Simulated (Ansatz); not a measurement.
`[CH3][Sn]([OH])([F])[Cl]` → C• + Cl• + F• + 4 H• + O• + Sn•  (atomization)

Calculated with Ansatz (gas phase, PBE0-D4/def2-TZVP geometries, no zero-point term in ΔE). CCSD(T)/CBS adds triple-zeta CCSD(T) − MP2 to the extrapolated MP2 energy (def2 sets, frozen cores). This one scheme is used for every species, atoms too. Functionals use def2-TZVPP. HSE06 is defined as in plane-wave codes. No spin–orbit coupling; open shells (•) take unrestricted orbitals. Spin–orbit coupling would lower the free atoms: a little for C, Cl, F, O; strongly for Sn. Elements past krypton have def2 core potentials. For Sn outer-core shells are correlated without core-valence functions, so the limit isn't a true one: a few kJ/mol of doubt a bond, and 10 to 20 or more in all where bonds break to atoms. One conformer a species, not always the lowest.

`[CH3][Sn]([OH])([F])[Cl]`:

Z-matrix (Å, degrees):
```
C
Sn 1 2.106
H 1 1.089 2 108.4
H 1 1.088 2 109.1 3 120.1
H 1 1.089 2 108.5 3 -119.7
O 2 1.940 1 111.9 3 -20.7
F 2 1.914 1 110.8 3 97.3
Cl 2 2.313 1 115.5 3 -145.6
H 6 0.961 2 113.8 1 -176.6
```

```tsv
level	ΔE (kJ/mol)	difference from CCSD(T)/CBS
PBE-D4	3172.8	20.2
HSE06-D4	3094.0	-58.6
B2PLYP	3069.9	-82.7
PBE0	3075.6	-77.0
HSE06	3078.0	-74.6
HF/def2-SVP	2149.5	-1003.1
CCSD/def2-SVP	2847.1	-305.5
CCSD(T)/def2-SVP	2880.1	-272.5
MP2/def2-TZVPP	3113.9	-38.7
MP2/def2-QZVPP	3181.6	29.0
CCSD(T)/CBS	3152.6	0
```

Largest T1 diagnostic among the species: 0.013.

From BLYP to BHLYP (50 % exact exchange), in def2-TZVPP and without D4, ΔE moves by −109.2 kJ/mol: exact exchange takes away binding that semilocal exchange gives to molecules. Leaving LDA and LC-ωPBE aside and taking each functional with its dispersion term where it has one, the values, not all of them listed here, spread over 196.0 kJ/mol, from BHLYP-D4 to PBE-D4. LDA lies +443.3 kJ/mol from PBE without D4, its usual overbinding. In def2-TZVPP, CCSD(T) changes the Hartree–Fock value by +851.4 kJ/mol (the triples alone add +58.5 kJ/mol) and MP2 by +923.7 kJ/mol; breaking electron pairs costs correlation energy, which Hartree–Fock lacks.

For atomizations the MP2-based limit and the directly extrapolated one differ by several kJ/mol either way, and by 10 to 25 for some Ge, Se and Sn compounds, so smaller differences from it don't rank the levels.
